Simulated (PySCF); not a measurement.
H4P2, SMILES PP. Geometry: B3LYP-D3(BJ)/def2-TZVP.

TDA-M06-2X/def2-TZVPD run with PySCF puts the lowest singlet excitations at 5.54, 5.60, 6.12, 6.12, 7.15, 7.35 eV.

Task: What are the lowest excitation roots from ADC(2)/aug-cc-pVDZ (PySCF)? (Estimate from the structure and the level; the computed values follow.)

Result: 5.54, 5.67, 6.29, 6.68, 6.91, 7.01 eV. S1 differs by 0.00 eV (second minus first; roots are paired by order, and the bases may differ).
